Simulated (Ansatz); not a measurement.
C₂H₅AlFN, SMILES `C=C(F)[NH][AlH2]`, relaxed with RKS PBE-D4/def2-SVP in Ansatz from a rough embedded geometry. The force threshold is 0.03 eV/Å; the program also tests the step.

The species carries charge 0 and has multiplicity 1.

Start:

```xyz
10

C    -0.228    1.313    1.469
C    -0.083    0.797    0.322
F    -0.016    1.612   -0.726
N     0.001   -0.632    0.089
Al    0.283   -1.452   -1.559
H    -0.333    0.706    2.409
H    -0.355    2.400    1.615
H    -0.048   -1.265    0.950
H     0.404   -2.977   -1.692
H     0.377   -0.502   -2.878
```

```json
{"step": "1", "energy (eV)": "-12940.9665", "largest force (eV/Å)": "6.320", "largest move (Å)": "0.000"}
{"step": "2", "energy (eV)": "-12941.5063", "largest force (eV/Å)": "1.490", "largest move (Å)": "0.098"}
{"step": "3", "energy (eV)": "-12941.5581", "largest force (eV/Å)": "0.427", "largest move (Å)": "0.071"}
{"step": "4", "energy (eV)": "-12941.5747", "largest force (eV/Å)": "0.097", "largest move (Å)": "0.039"}
{"step": "5", "energy (eV)": "-12941.5755", "largest force (eV/Å)": "0.061", "largest move (Å)": "0.012"}
{"step": "6", "energy (eV)": "-12941.5756", "largest force (eV/Å)": "0.025", "largest move (Å)": "0.004"}
```

End:

```xyz
10

C    -0.269    1.306    1.556
C    -0.087    0.738    0.344
F    -0.002    1.521   -0.757
N     0.036   -0.595    0.010
Al    0.280   -1.373   -1.622
H    -0.339    0.688    2.460
H    -0.348    2.396    1.638
H    -0.025   -1.201    0.834
H     0.366   -2.962   -1.511
H     0.386   -0.517   -2.954
```

It took 6 s on 4 threads of an Arm Neoverse V2 on a shared host, with 0.16 GiB of host memory at the peak.
